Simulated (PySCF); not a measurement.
Molecule: SMILES Cl[SiH](Cl)C[SiH](Cl)Cl (CH4Cl4Si2). Atoms near the plane z = 0.8 Å, at the CAM-B3LYP/def2-SVP optimised geometry (x, y, z in Å): Si5 (0.2, -0.4, 0.0), Cl6 (-0.5, -1.4, 1.7), Cl7 (-0.5, 1.5, 0.0), H11 (1.6, -0.4, 0.0).

Computed with CAM-B3LYP/def2-TZVP in PySCF. The values are rescaled to run from 0 to 1.

```
|:::::::::::::::::::::::::::|
|:::::::::::::::::::::::::::|
|:::::::::::::::::::::::::::|
|:::::::::::::::::::::::::::|
|:::::::::::::::::::::::::::|
|::::::::------:::::::::::::|
|:::::::--=++=--::::::::::::|
|:::::::-=+*#*+--:::::::::::|
|::::::--=*%@%*=-:::::::::::|
|::::::--=*%@@*=-:::::::::::|
|:::::::-=+#%#*=-:::::::::::|
|:::::::--=+++=--:::::::::::|
|:::::::::--==--::::::::::::|
|:::::::::::::::::::::::::::|
|:::::::.... .......::::::::|
|::::::...    ..::::::::::::|
|::::::...    .:::::::::::::|
|::::::......:---:::::::::::|
|::::::::.::-=+=--::::::::::|
|::::::::::-=++==--:::::::::|
|:::::::::--=++=--::::::::::|
|:::::::::--====--::::::::::|
|:::::::::-------:::::::::::|
|::::::::::-----::::::::::::|
|:::::::::::::::::::::::::::|
|:::::::::::::::::::::::::::|
|:::::::::::::::::::::::::::|
```
Scale: ten equal steps from 0.000 (start of ' ') to 1.00 (end of '@'), in the order ' .:-=+*#%@'; x runs from -4.00 to 4.00, y from -4.00 (bottom) to 4.00 (top).

**Question.** Which quantity is mapped?
A) electron localisation function
B) an orbital amplitude
C) deformation density (molecule minus spherical neutral atoms)
D) Laplacian of the electron density

**Answer.** B, an orbital amplitude. In full: HOMO−1 amplitude (bohr^(-3/2)).
